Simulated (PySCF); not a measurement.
C2H9FOSi2, SMILES O[C@H]([SiH3])C[SiH2]F.

Geometry optimised at B3LYP-D3(BJ)/def2-SVP. The structure was generated by enumeration; whether it is a known compound was not checked. The values are those of a single conformer.

Computed with PySCF with SMD-B3LYP/6-31G*.

Solvation free energies are E(SMD) − E(gas) at the gas-phase geometry, for 1 M in both phases. In vacuum the dipole moment is 1.16 D.

Computed solvation free energies in water, ethanol, dichloromethane:
| solvent | ΔG(solv) (kcal/mol) | its non-electrostatic (CDS) part | dipole (D) |
|---|---|---|---|
| water | -3.5 | 4.5 | 1.46 |
| ethanol | -7.1 | 0.2 | 1.43 |
| dichloromethane | -5.3 | -0.7 | 1.33 |
